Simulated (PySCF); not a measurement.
Stepwise substitution at one centre (Si Br-NH2). Isolated molecules, 0 K electronic values unless said otherwise. One relaxed conformer stands for each flexible species; it need not be the lowest. Strings in code marks are SMILES.

Level of theory: B3LYP-D3(BJ)/def2-TZVP // PBE0-D3(BJ)/def2-TZVP (PySCF). B3LYP has the VWN-RPA correlation part, as in Gaussian. Excitations are Tamm–Dancoff values on a coarser integration grid. The basis has no diffuse functions, so Rydberg states are missing or too high.

```tsv
species	T1 excitation (TDA) (eV)	S1 excitation (TDA) (eV)	LUMO (eV)	S1 oscillator strength
0 of 4 Br replaced by NH2	–	5.53	-1.89	0.000
1 of 4 Br replaced by NH2	5.53	5.82	-1.02	0.001
2 of 4 Br replaced by NH2 (`Br[Si](Br)(N)N`)	6.07	6.44	-0.08	0.003
3 of 4 Br replaced by NH2 (`N[Si](N)(N)Br`)	6.25	6.63	–	0.030
4 of 4 Br replaced by NH2 (`N[Si](N)(N)N`)	5.73	5.96	–	0.000
```
